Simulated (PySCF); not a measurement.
Computed IR spectrum (relative IR intensity) of a molecule C5H8S. Geometry optimised at B3LYP-D3(BJ)/def2-SVP. One conformer was computed; it need not be the lowest. Method: PySCF 2.14.0 with B3LYP-D3(BJ)/def2-SVP. Frequencies are harmonic and unscaled.

```json
[
 {"ν (cm⁻¹)": "93", "relative intensity": "4.1"},
 {"ν (cm⁻¹)": "554", "relative intensity": "5.2"},
 {"ν (cm⁻¹)": "657", "relative intensity": "18"},
 {"ν (cm⁻¹)": "722", "relative intensity": "3.3"},
 {"ν (cm⁻¹)": "942", "relative intensity": "7.4"},
 {"ν (cm⁻¹)": "951", "relative intensity": "61"},
 {"ν (cm⁻¹)": "996", "relative intensity": "2.0"},
 {"ν (cm⁻¹)": "1034", "relative intensity": "15"},
 {"ν (cm⁻¹)": "1098", "relative intensity": "3.8"},
 {"ν (cm⁻¹)": "1191", "relative intensity": "26"},
 {"ν (cm⁻¹)": "1228", "relative intensity": "3.9"},
 {"ν (cm⁻¹)": "1303", "relative intensity": "5.2"},
 {"ν (cm⁻¹)": "1440", "relative intensity": "4.7"},
 {"ν (cm⁻¹)": "1473", "relative intensity": "9.3"},
 {"ν (cm⁻¹)": "1720", "relative intensity": "6.0"},
 {"ν (cm⁻¹)": "3053", "relative intensity": "100"},
 {"ν (cm⁻¹)": "3069", "relative intensity": "15"},
 {"ν (cm⁻¹)": "3120", "relative intensity": "12"},
 {"ν (cm⁻¹)": "3127", "relative intensity": "64"},
 {"ν (cm⁻¹)": "3134", "relative intensity": "8.4"},
 {"ν (cm⁻¹)": "3227", "relative intensity": "18"}
]
```

Problem. Identify the compound among the candidates.
A) C=C[C@@H]1C[C@H]1S
B) C=CC1CSC1
C) SC1CC=CC1
D) C[C@H]1C=CSC1

Solution. B, C=CC1CSC1
